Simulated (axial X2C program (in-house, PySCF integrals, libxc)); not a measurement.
## LiMo: cheaper levels and CCSD(T), 2c

Calculated with an in-house all-electron X2C program for linear molecules (integrals from PySCF). Two-component (2c) means X2C with spin–orbit coupling and atomic mean-field two-electron Coulomb and Gaunt terms. Basis: Mo dyall-cv3z [11s12p9d5f3g], Li dyall-cv3z [7s8p2d] (cores contracted in-house); Gaussian nuclei, density fitting, unrestricted open shells. Masses: Mo 97.905 u, Li 7.016 u.

State: Ω = 5/2 (⟨Sz⟩ = 2.50, ⟨Lz⟩ = 0.00 at HF); fragments Mo + Li.

```tsv
level	Re (Å)	ωe (cm⁻¹)	De (eV)
PBE0	2.778	283.3	0.787
HF	3.210	141.2	0.116
CCSD	2.730	298.7	0.738
r2SCAN0	2.823	267.2	0.738
```

Correlated methods: 15 electrons correlated (number of frozen shells: Mo 3 s, 2 p, 1 d; Li 1 s), 267 virtual spin orbitals or spinors in MP2, 90 natural virtuals in coupled cluster.

CCSD(T), same Hamiltonian and basis:

Re = 2.697 Å, ωe = 312.4 cm⁻¹, De = 0.81 eV; T1 = 0.041 (Lee–Taylor normalisation).

Q: Give the differences from CCSD(T) in the columns below.

A: 

```csv
level,ΔRe (Å),Δωe (cm⁻¹),ΔDe (eV)
PBE0,0.081,-29,-0.02
HF,0.513,-171,-0.69
CCSD,0.033,-14,-0.07
r2SCAN0,0.126,-45,-0.07
```

Occupations by symmetry block were frozen at the best pattern of an incomplete PBE0 search. Dissociation energies refer to the lowest single-determinant-based atoms at the same level and basis. Density functionals use the spin component along the axis (collinear). Coupled cluster ran in a truncated set of natural virtual spinors; the MP2 energy of the rest was added. (T) has no such correction and the atoms are truncated less, which lowers De at CCSD(T) by a hundredth of an eV or more. With several unpaired electrons one determinant need not be a pure state. This is the top spin component of a Σ state; components of lower Ω are not single determinants and can lie lower. The determinant is spin-polarised beyond a pure state at some levels (its spin-free form has ⟨S²⟩ too high), which makes Re and μ there less reliable. The T1 diagnostic is large, a sign of multireference character.
